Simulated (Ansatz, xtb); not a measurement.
**C4H8O2Si: which of two isomers lies lower**

Structure I: `C[Si](C)(C=O)C=O`, a singlet. Structure II: `C[SiH2]C(C=O)C=O`, a singlet. Both are isolated molecules in the gas phase, relaxed with r2SCAN-D4/def2-SVP; the shapes shown needn't be the lowest conformers.

I (Å):

```
atom    x (Å)    y (Å)    z (Å)
   C  -2.4479   0.6889   0.9513
   C   0.2536   2.3734   1.3411
   C   0.2439  -0.0500  -0.5072
   C  -1.3592   2.3471  -1.3626
   O   1.4515   0.0620  -0.5512
   O  -2.4116   2.1291  -1.9262
  Si  -0.8594   1.3620   0.2291
   H  -3.0938   0.3529   0.1238
   H  -2.9951   1.4726   1.4999
   H  -2.2805  -0.1548   1.6391
   H   1.2389   2.4690   0.8568
   H   0.4085   1.8690   2.3085
   H  -0.1448   3.3802   1.5420
   H  -0.2498  -0.9749  -0.9344
   H  -0.6409   3.1102  -1.7910
```

II (Å):

```xyz
15

C    -0.8252    1.1369   -0.2766
C     1.0716   -1.3149   -0.1304
C     0.6197   -1.6485    1.2573
C     0.1975   -1.9114   -1.2082
O    -0.5459   -1.6877    1.5870
O     0.5651   -2.1020   -2.3415
Si    0.9669    0.6112   -0.3082
H    -1.3321    0.7002    0.5987
H    -0.9132    2.2334   -0.2224
H    -1.3531    0.7981   -1.1821
H     1.6555    0.9509   -1.5858
H     1.7338    1.1828    0.8402
H     2.1320   -1.5621   -0.3144
H     1.4404   -1.8458    1.9979
H    -0.8411   -2.1564   -0.8638
```

**Question.** Which of the two would you expect CCSD(T)/def2-SVP + ΔMP2/def2-TZVPP electronic energies to favour?

**Answer.** Structure II; the calculation gives E(II) − E(I) = −5.6 kcal/mol.

How the difference moves with the method:

```csv
level,geometry,E(II) − E(I) (kcal/mol),departure from the last row (kcal/mol),"job, with rough time for the two"
GFN2-xTB,GFN2-xTB,−35.9,−30.3,"optimisation, 1.5 s"
HF/STO-3G,GFN2-xTB,+13.2,+18.9,"single point, 1.7 s"
r2SCAN-D4/def2-SVP//GFN2-xTB,GFN2-xTB,−8.9,−3.2,"single point, 12 s"
r2SCAN-D4/def2-SVP,r2SCAN-D4/def2-SVP,−8.6,−2.9,"optimisation, 5.6 min"
HF/def2-SVP,r2SCAN-D4/def2-SVP,−9.2,−3.6,part of the CCSD(T) run
MP2/def2-SVP,r2SCAN-D4/def2-SVP,−10.8,−5.2,part of the CCSD(T) run
CCSD(T)/def2-SVP,r2SCAN-D4/def2-SVP,−9.6,−4.0,single point
CCSD(T)/def2-SVP + ΔMP2/def2-TZVPP,r2SCAN-D4/def2-SVP,−5.6,,"single point, 4.8 min"
```

As drawn, II has 2 C–C, 2 Si–H in place of 2 C–Si, 2 C–H.

HF/STO-3G puts the two in the other order. The largest departure from CCSD(T)/def2-SVP + ΔMP2/def2-TZVPP is that of GFN2-xTB, 30.3 kcal/mol. The last row adds to CCSD(T) the change of the MP2 difference between the two basis sets, here +4.0 kcal/mol, a large step that makes the value less sure.

With thermal terms from frequencies at re-optimised GFN2-xTB minima (ideal gas, soft modes damped towards free rotors, one conformer each, 298.15 K, 1 atm): the zero-point term adds −1.0 kcal/mol; ΔH is −7.6 and ΔG −5.3 kcal/mol.

The correlated steps freeze 11 core orbitals. Run with Ansatz 0.2.0, xtb 6.7.1; the last row on 2 threads of AMD EPYC (Zen 3) on a shared host.
